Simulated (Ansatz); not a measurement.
Ansatz (a quantum-chemistry and plane-wave program) input:

Ansatz 0.2 input:
```yaml
crystal:
  periodic: [false, false, false]
  atoms:
    - {symbol: In, position_ang: [-0.00000000, 0.00000000, -0.00000000]}
    - {symbol: H, position_ang: [0.72485163, -0.48871366, 1.49348754]}
    - {symbol: H, position_ang: [-0.38147619, 1.66585159, -0.27234235]}
    - {symbol: H, position_ang: [-0.34337544, -1.17713793, -1.22114519]}
basis:
  gaussian:
    orbitals: def2-TZVP
hamiltonian:
  xc: {name: HF}
relax: {f_tol: 0.003, max_steps: 100}
```

What final total energy does it print?

-190.91363 Eh (HF/def2-TZVP). The basis has 68 functions.
